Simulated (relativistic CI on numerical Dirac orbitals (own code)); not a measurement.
## Fe⁴⁺: M2,3 absorption edge

Computed with this model: Dirac-Coulomb-Breit CI, KLI orbitals optimised for each configuration, model QED, valence Slater integrals scaled by 0.8, multiplet model of core-to-valence dipole absorption; configurations [Ar] 3d4 → [Ne] 3s2 3p5 3d5; 300 K; Lorentzian 0.8 eV and Gaussian 0.3 eV FWHM. Energies are those of the free ion, without screening or charge transfer. The branching ratio is the share of the lower-energy edge in the whole absorption, uncertain by about 0.02 where the edges overlap. S is read from ⟨S²⟩ = S(S + 1).

Field parameters in Wybourne normalisation: Oh B⁴₀ = 21Dq, B⁴₄ = √(5/14) B⁴₀. The field is a parameter set, without covalency.

free ion: ground-state S = 2.00, centroid 63.90 eV. Peaks (eV, height): 54.7 (8), 60.8 (100), 62.1 (83), 69.8 (78).

Oh, 10Dq = 5000 cm⁻¹: ground-state S = 2.00, centroid 64.04 eV. Peaks (eV, height): 59.2 (10), 61.3 (100), 62.5 (41), 70.4 (56).

Oh, 10Dq = 11300 cm⁻¹: ground-state S = 2.00, centroid 64.13 eV. Peaks (eV, height): 61.6 (100), 63.3 (20), 71.0 (53).

Oh, 10Dq = 17550 cm⁻¹: ground-state S = 1.99, centroid 64.21 eV. Peaks (eV, height): 59.1 (19), 61.6 (100), 64.2 (14), 71.5 (63).

Oh, 10Dq = 23850 cm⁻¹: ground-state S = 1.88, centroid 64.49 eV. Peaks (eV, height): 53.6 (10), 55.9 (7), 59.5 (36), 61.7 (100), 63.0 (77), 67.6 (6), 69.6 (9), 72.1 (71).

Oh, 10Dq = 30150 cm⁻¹: ground-state S = 1.03, centroid 67.02 eV. Peaks (eV, height): 53.9 (19), 55.8 (20), 57.7 (21), 59.1 (21), 62.3 (68), 65.6 (67), 68.3 (100), 70.2 (91), 72.7 (22), 74.5 (29), 75.3 (40), 76.5 (32), 77.1 (34).

Strongest unbroadened transitions for Oh, 10Dq = 17550 cm⁻¹:

```
Energy (eV)  Relative strength
      61.38               27.1
      61.39               45.9
      61.40              100.0
      61.68               53.2
      61.72               55.6
      61.88               55.1
      62.31               44.9
      62.33               54.6
      62.44               41.1
      62.45               38.7
      62.58               42.2
      70.93               62.6
      71.25               33.7
      71.28               26.9
      71.29               56.3
      71.75               53.8
      71.76               33.0
      71.77               45.3
```
